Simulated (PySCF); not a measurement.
Compound: C8H7F3O.
SMILES with atom numbers: `[CH2:1]=[C:2]1[CH:3]=[C:4]([C:5]([F:6])([F:7])[F:8])/[C:9]1=[CH:10]/[O:11][CH3:12]` (hydrogens: H13, H14 on C1; H15 on C3; H16 on C10; H17, H18, H19 on C12)

The same species was optimised twice, with GFN2-xTB and with PBE0-D3(BJ)/def2-SVP (PySCF), and the same property calculations (PySCF, gas phase) were run on both structures.

```json
{"coordinate": "C1=C2 (Å)", "GFN2-xTB": "1.321", "PBE0-D3(BJ)/def2-SVP": "1.334", "change": "+0.013"}
{"coordinate": "C5–F7 (Å)", "GFN2-xTB": "1.349", "PBE0-D3(BJ)/def2-SVP": "1.339", "change": "-0.010"}
{"coordinate": "C5–F8 (Å)", "GFN2-xTB": "1.349", "PBE0-D3(BJ)/def2-SVP": "1.339", "change": "-0.010"}
{"coordinate": "C5–F6 (Å)", "GFN2-xTB": "1.341", "PBE0-D3(BJ)/def2-SVP": "1.333", "change": "-0.008"}
{"coordinate": "C9=C10 (Å)", "GFN2-xTB": "1.331", "PBE0-D3(BJ)/def2-SVP": "1.338", "change": "+0.007"}
{"coordinate": "C10–O11 (Å)", "GFN2-xTB": "1.350", "PBE0-D3(BJ)/def2-SVP": "1.342", "change": "-0.008"}
{"coordinate": "C2–C3 (Å)", "GFN2-xTB": "1.477", "PBE0-D3(BJ)/def2-SVP": "1.484", "change": "+0.007"}
{"coordinate": "O11–C12 (Å)", "GFN2-xTB": "1.410", "PBE0-D3(BJ)/def2-SVP": "1.404", "change": "-0.006"}
{"coordinate": "C3=C4 (Å)", "GFN2-xTB": "1.357", "PBE0-D3(BJ)/def2-SVP": "1.362", "change": "+0.005"}
{"coordinate": "C4–C5 (Å)", "GFN2-xTB": "1.482", "PBE0-D3(BJ)/def2-SVP": "1.486", "change": "+0.004"}
{"coordinate": "C2–C9 (Å)", "GFN2-xTB": "1.493", "PBE0-D3(BJ)/def2-SVP": "1.497", "change": "+0.004"}
{"coordinate": "C4–C9 (Å)", "GFN2-xTB": "1.469", "PBE0-D3(BJ)/def2-SVP": "1.473", "change": "+0.004"}
{"coordinate": "C3–C4–C5 (°)", "GFN2-xTB": "135.1", "PBE0-D3(BJ)/def2-SVP": "133.6", "change": "-1.5"}
{"coordinate": "C2–C9–C10 (°)", "GFN2-xTB": "138.4", "PBE0-D3(BJ)/def2-SVP": "136.9", "change": "-1.5"}
{"coordinate": "C4–C9–C10 (°)", "GFN2-xTB": "134.7", "PBE0-D3(BJ)/def2-SVP": "136.2", "change": "+1.5"}
{"coordinate": "C4–C5–F6 (°)", "GFN2-xTB": "113.0", "PBE0-D3(BJ)/def2-SVP": "111.5", "change": "-1.5"}
{"coordinate": "C5–C4–C9 (°)", "GFN2-xTB": "131.4", "PBE0-D3(BJ)/def2-SVP": "132.8", "change": "+1.4"}
{"coordinate": "F6–C5–F8 (°)", "GFN2-xTB": "106.6", "PBE0-D3(BJ)/def2-SVP": "108.0", "change": "+1.4"}
{"coordinate": "F7–C5–F8 (°)", "GFN2-xTB": "105.5", "PBE0-D3(BJ)/def2-SVP": "106.8", "change": "+1.3"}
{"coordinate": "C4–C5–F8 (°)", "GFN2-xTB": "112.3", "PBE0-D3(BJ)/def2-SVP": "111.0", "change": "-1.3"}
{"coordinate": "C3–C4–C5–F6 (°)", "GFN2-xTB": "2", "PBE0-D3(BJ)/def2-SVP": "10", "change": "+8"}
{"coordinate": "C9–C10–O11–C12 (°)", "GFN2-xTB": "-179", "PBE0-D3(BJ)/def2-SVP": "-175", "change": "+4"}
```

Rotational constants: A = 1332, B = 609.4, C = 452.1 MHz (GFN2-xTB) against A = 1366, B = 597.0, C = 449.1 MHz (PBE0-D3(BJ)/def2-SVP).

On the GFN2-xTB structure: HOMO (eV) -6.38 [PBE0/pcSseg-1]; LUMO (eV) -1.44 [PBE0/pcSseg-1]; dipole (D) 2.68 [PBE0/pcSseg-1]; GIAO shielding of C1 (ppm) 74.6 [PBE0/pcSseg-1]; GIAO shielding of C2 (ppm) 37.3 [PBE0/pcSseg-1]; GIAO shielding of C3 (ppm) 42.6 [PBE0/pcSseg-1]; GIAO shielding of C4 (ppm) 37.4 [PBE0/pcSseg-1]; GIAO shielding of C5 (ppm) 57.0 [PBE0/pcSseg-1]; GIAO shielding of F6/F7/F8 (mean) (ppm) 250.3 [PBE0/pcSseg-1]; GIAO shielding of C9 (ppm) 64.2 [PBE0/pcSseg-1]; GIAO shielding of C10 (ppm) 44.0 [PBE0/pcSseg-1].

Q: What do these properties become on the PBE0-D3(BJ)/def2-SVP structure?

A: 
```json
{"property": "HOMO (eV)", "level": "PBE0/pcSseg-1", "on GFN2-xTB": "-6.38", "on PBE0-D3(BJ)/def2-SVP": "-6.32", "change": "+0.06"}
{"property": "LUMO (eV)", "level": "PBE0/pcSseg-1", "on GFN2-xTB": "-1.44", "on PBE0-D3(BJ)/def2-SVP": "-1.37", "change": "+0.07"}
{"property": "dipole (D)", "level": "PBE0/pcSseg-1", "on GFN2-xTB": "2.68", "on PBE0-D3(BJ)/def2-SVP": "2.63", "change": "-0.05"}
{"property": "energy, GFN2-xTB geometry as zero (kcal/mol)", "level": "PBE0/pcSseg-1", "on GFN2-xTB": "0.0", "on PBE0-D3(BJ)/def2-SVP": "-0.3", "change": "-0.3"}
{"property": "GIAO shielding of C1 (ppm)", "level": "PBE0/pcSseg-1", "on GFN2-xTB": "74.6", "on PBE0-D3(BJ)/def2-SVP": "72.1", "change": "-2.5"}
{"property": "GIAO shielding of C2 (ppm)", "level": "PBE0/pcSseg-1", "on GFN2-xTB": "37.3", "on PBE0-D3(BJ)/def2-SVP": "34.3", "change": "-3.0"}
{"property": "GIAO shielding of C3 (ppm)", "level": "PBE0/pcSseg-1", "on GFN2-xTB": "42.6", "on PBE0-D3(BJ)/def2-SVP": "41.1", "change": "-1.5"}
{"property": "GIAO shielding of C4 (ppm)", "level": "PBE0/pcSseg-1", "on GFN2-xTB": "37.4", "on PBE0-D3(BJ)/def2-SVP": "34.8", "change": "-2.6"}
{"property": "GIAO shielding of C5 (ppm)", "level": "PBE0/pcSseg-1", "on GFN2-xTB": "57.0", "on PBE0-D3(BJ)/def2-SVP": "59.5", "change": "+2.5"}
{"property": "GIAO shielding of F6/F7/F8 (mean) (ppm)", "level": "PBE0/pcSseg-1", "on GFN2-xTB": "250.3", "on PBE0-D3(BJ)/def2-SVP": "257.7", "change": "+7.4"}
{"property": "GIAO shielding of C9 (ppm)", "level": "PBE0/pcSseg-1", "on GFN2-xTB": "64.2", "on PBE0-D3(BJ)/def2-SVP": "63.0", "change": "-1.2"}
{"property": "GIAO shielding of C10 (ppm)", "level": "PBE0/pcSseg-1", "on GFN2-xTB": "44.0", "on PBE0-D3(BJ)/def2-SVP": "43.9", "change": "-0.1"}
```

The heavy atoms differ by 0.094 Å rms after alignment. Among bonds between heavy atoms C1=C2 changes most (+0.013 Å). Changes are differences of the printed values. Neither structure is proved a minimum here.

Conformer computed: `[CH2:1]=[C:2]1[CH:3]=[C:4]([C:5]([F:6])([F:7])[F:8])/[C:9]1=[CH:10]/[O:11][CH3:12]`: C3–C4–C5–F6 10°, C9–C10–O11–C12 -175°.
